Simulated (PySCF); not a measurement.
Species: C6H4F6.
Cartesian coordinates in Å at the PBE0-D3(BJ)/def2-SVP level; atoms count from 1:
```
atom  x, y, z in Å
C1    -0.6026   -2.3739   -0.0150
C2    -0.6286   -1.0369   -0.1056
C3     0.5356   -0.2212    0.2260
C4     0.6367    1.1102    0.1424
C5     1.8866    1.8386    0.5099
F6     1.6457    2.7473    1.4615
F7     2.3855    2.4965   -0.5425
F8     2.8423    1.0231    0.9628
C9    -1.8903   -0.3462   -0.5636
F10   -2.3276    0.5199    0.3559
F11   -2.8768   -1.2077   -0.8054
F12   -1.6779    0.3484   -1.6866
H13    0.3035   -2.8879    0.3129
H14   -1.4750   -2.9795   -0.2641
H15    1.4064   -0.7828    0.5772
H16   -0.1778    1.7535   -0.1973
```

Computed with PBE0-D3(BJ)/def2-SVP geometry optimisation, gas phase (PySCF).

Masses are those of the commonest isotopes; rigid-rotor values at the optimised geometry. The values belong to one conformer with, in the numbering `[CH2:1]=[C:2](/[CH:3]=[CH:4]/[C:5]([F:6])([F:7])[F:8])[C:9]([F:10])([F:11])[F:12]`, C1–C2–C3–C4 178°.

Give the principal moments of inertia and the rotational constants in GHz.

Ia = 273.13, Ib = 1117.74, Ic = 1215.14 u·Å²; 505379 MHz·u·Å²/I gives 1850, 452.1 and 415.9 MHz, that is A = 1.8503, B = 0.4521, C = 0.4159 GHz.

Classify the top.

A near-prolate asymmetric top; Ray's κ = -0.949.

What does the inertial defect say?

Not planar: Δ = Ic − Ia − Ib = -175.73 u·Å². For a rigid frame Δ = −2 Σ m c², so Σ m c² = 87.86 u·Å² lies off the ab plane: 0.00 from hydrogen and 87.86 from heavier atoms. The atom farthest from that plane is 1.11 Å away.

Give the other two planar moments, Paa and Pbb, and the rms extents of the mass along the axes.

Paa = Σ m a² = (Ib + Ic − Ia)/2 = 1029.88 and Pbb = Σ m b² = (Ia + Ic − Ib)/2 = 185.26 u·Å². With the mass M = 190.02 u, the rms extents √(P/M) along a, b and c are 2.33, 0.99, 0.68 Å.

Where do the levels up to J = 2 lie, in cm⁻¹?

Above 0(0,0):
J = 1: 1(0,1) 0.0290, 1(1,1) 0.0756, 1(1,0) 0.0768
J = 2: 2(0,2) 0.0868, 2(1,2) 0.1323, 2(1,1) 0.1359, 2(2,1) 0.2758, 2(2,0) 0.2759
Those of J = 1 are B + C, A + C and A + B.

Which types of transition are allowed, and where do some lines up to J = 3 fall?

The dipole components are |μa| = 1.60 D, |μb| = 2.21 D, |μc| = 0.00 D. The squared components, which scale the intensities, stand as 0.52 : 1.00 : 0.00 (a : b : c). Some lines, for components of 0.1 D or more:

```
type  branch         J(Ka,Kc)   MHz  lower level (cm⁻¹)
   b       R  2(0,2) ← 1(1,1)   337               0.076
   a       R  1(0,1) ← 0(0,0)   868               0.000
   b       R  3(0,3) ← 2(1,2)  1239               0.132
   b       Q  1(1,0) ← 1(0,1)  1434               0.029
   b       Q  2(1,1) ← 2(0,2)  1471               0.087
   b       Q  3(1,2) ← 3(0,3)  1528               0.174
   a       R  2(1,2) ← 1(1,1)  1700               0.076
   a       R  2(1,1) ← 1(1,0)  1772               0.077
   b       R  1(1,1) ← 0(0,0)  2266               0.000
   a       R  3(1,3) ← 2(1,2)  2549               0.132
   a       R  3(0,3) ← 2(0,2)  2601               0.087
   a       R  3(2,2) ← 2(2,1)  2604               0.276
   a       R  3(2,1) ← 2(2,0)  2607               0.276
   a       R  3(1,2) ← 2(1,1)  2658               0.136
   b       R  2(1,2) ← 1(0,1)  3098               0.029
   b       R  3(1,3) ← 2(0,2)  3912               0.087
   b       Q  3(2,1) ← 3(1,2)  4144               0.225
   b       Q  2(2,0) ← 2(1,1)  4195               0.136
   b       Q  2(2,1) ← 2(1,2)  4303               0.132
   b       Q  3(2,2) ← 3(1,3)  4358               0.217
   b       R  2(2,1) ← 1(1,0)  5967               0.077
   b       R  2(2,0) ← 1(1,1)  6004               0.076
   b       R  3(2,2) ← 2(1,1)  6799               0.136
   b       R  3(2,1) ← 2(1,2)  6911               0.132
   b       Q  3(3,0) ← 3(2,1)  7079               0.363
   b       R  3(3,1) ← 2(2,0)  9685               0.276
   b       R  3(3,0) ← 2(2,1)  9686               0.276
```

No PBE0-D3(BJ)/def2-SVP frequencies stand behind this structure, so it isn't proved a minimum. These are rigid-rotor constants of the computed structure; measured ground-state constants (B0) also hold zero-point vibration.

The run took 2.4 min of wall time on one thread, Intel Xeon Platinum 8375C at 2.90 GHz (x86_64), on a shared host, and the process peaked at 0.84 GiB of memory. This is the geometry optimisation.
